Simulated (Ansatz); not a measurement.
Al3P3H6F6⁻, that is (F2Al-mu-PH2)3 with one electron more. Total charge -1; doublet. Geometry PBE-D4/def2-SVP, that of the neutral singlet; atoms count from 1.

```xyz
18

Al   -1.4018    1.6331    0.2041
F    -2.3319    2.8516    0.8875
F    -1.1468    1.5404   -1.4662
P     0.8587    1.5496    1.0328
Al    2.2930    0.5796   -0.6515
F     2.5686    1.8062   -1.7659
F     3.5921   -0.2557    0.0104
P     0.8055   -1.1211   -1.5043
Al   -0.3608   -2.0980    0.3642
F    -0.7531   -3.7185    0.1714
F     0.5848   -1.5750    1.6680
P    -2.2288   -0.5968    0.5969
H     1.2752    2.8868    1.3113
H     0.9766    0.9343    2.3107
H     1.5295   -2.1287   -2.2089
H    -0.0835   -0.6399   -2.5068
H    -3.2985   -0.8673   -0.3067
H    -2.8787   -0.7807    1.8530
```

Single mean-field runs in def2-TZVP are fitted with def2-universal-jkfit. The highest occupied level of the charge -1 doublet lies above zero (up to 1.08 eV). By energy differences its removal costs 0.37 eV (vertical, to the charge 0 singlet, at PBE0-D4/def2-TZVP); self-interaction error and the lack of diffuse functions both raise the level.

(1) Estimate the Mulliken populations from the PBE0/def2-TZVP orbitals of Ansatz.

(2) Where does the spin sit?

(3) And the Mayer bond orders between bonded heavy atoms (over 0.3)?

Results:

(1) 
```csv
atom,charge (e),spin (α − β)
Al1,0.57,0.20
F2,-0.39,0.00
F3,-0.38,0.00
P4,-0.25,0.04
Al5,0.66,0.10
F6,-0.39,0.00
F7,-0.39,0.00
P8,-0.33,0.17
Al9,0.56,0.22
F10,-0.39,0.00
F11,-0.39,0.00
P12,-0.27,0.07
H13,0.05,0.03
H14,0.11,0.00
H15,0.02,0.10
H16,0.09,0.02
H17,0.07,0.00
H18,0.04,0.07
```
Mulliken values and Mayer orders depend strongly on the basis.

(2) Summed by element: Al 0.51, F -0.01, P 0.28, H 0.22, of 1 unpaired in all. Largest on single atoms: Al9 0.22, Al1 0.20, P8 0.17.

(3) Al1–F2 1.03 (1.68 Å); Al1–F3 0.96 (1.69 Å); Al1–P4 0.76 (2.41 Å); Al1–P12 0.77 (2.41 Å); P4–Al5 0.72 (2.42 Å); Al5–F6 1.00 (1.68 Å); Al5–F7 1.01 (1.68 Å); Al5–P8 0.78 (2.41 Å); P8–Al9 0.87 (2.41 Å); Al9–F10 1.03 (1.68 Å); Al9–F11 0.93 (1.69 Å); Al9–P12 0.77 (2.41 Å).
